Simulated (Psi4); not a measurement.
Two rigid molecules brought together: HBr ··· BCl3 (SMILES Br and ClB(Cl)Cl). Monomers: optimised at B3LYP-D3(BJ) (def2-TZVP), held rigid. Orientation: lowest of the rigid-body minima from ten starts at GFN2-xTB. R is the distance of the centres of mass, along which the second monomer moves.

- PBE0/def2-TZVP, counterpoise-corrected (Psi4)
- SCS-MP2/aug-cc-pVDZ = DF-SCS-MP2/aug-cc-pVDZ, frozen core, counterpoise-corrected (Psi4)
- SAPT0/jun-cc-pVDZ, frozen core (Psi4)

Interaction energies in kJ/mol:

| R / Å | PBE0/def2-TZVP | SCS-MP2/aug-cc-pVDZ |
|---|---|---|
| 3.99 | 35.21 | 49.14 |
| 4.25 | 10.91 | 17.37 |
| 4.38 | 4.99 | 8.95 |
| 4.62 | -0.40 | 0.55 |
| 4.85 | -2.12 | -2.59 |
| 5.03 | -2.42 | -3.37 |
| 5.30 | -2.20 | -3.32 |
| 5.63 | -1.62 | -2.62 |
| 6.08 | -0.94 | -1.69 |
| 6.80 | -0.36 | -0.80 |
| 7.78 | -0.12 | -0.33 |
| 9.12 | -0.05 | -0.13 |

Problem. Estimate the SAPT0/jun-cc-pVDZ values at these points.

Solution. 3.99: 41.97; 4.25: 15.15; 4.38: 7.85; 4.62: 0.39; 4.85: -2.46; 5.03: -3.18; 5.30: -3.12; 5.63: -2.46; 6.08: -1.59; 6.80: -0.78; 7.78: -0.34; 9.12: -0.14 (kJ/mol).
